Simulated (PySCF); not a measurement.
## Bi³⁺ (bismuth, charge +3): UHF calculation

Configuration: [Xe] 4f14 5d10 6s2, closed-shell 1S. Calculation: PySCF 2.14, in aug-cc-pV5Z-PP with ECP60MDF (8s8p6d4f3g2h, 139 functions); a scalar-relativistic core potential.

```json
{
 "Total energy": "-211.883283 hartree",
 "One-electron energy": "-350.1005 hartree",
 "Hartree (Coulomb) energy": "153.5911 hartree",
 "Exchange energy": "-15.3738 hartree",
 "⟨S²⟩": "0.0000",
 "⟨L²⟩": "0.000",
 "Sum of ⟨r⟩": "23.99 bohr",
 "Sum of ⟨r²⟩": "34.32 bohr²"
}
```

```
shell  electrons  mean orbital energy (hartree)  rms radius, mean of both spins (bohr)
   5s          2                       -7.71332                                  0.899
   5p          6                       -5.28887                                   1.02
   5d         10                       -2.33549                                   1.30
   6s          2                       -1.57564                                   2.18
```

Energies and moments cover only the electrons outside the core potential. Spin-orbit coupling, which splits the p, d and f shells strongly at this Z, is absent.
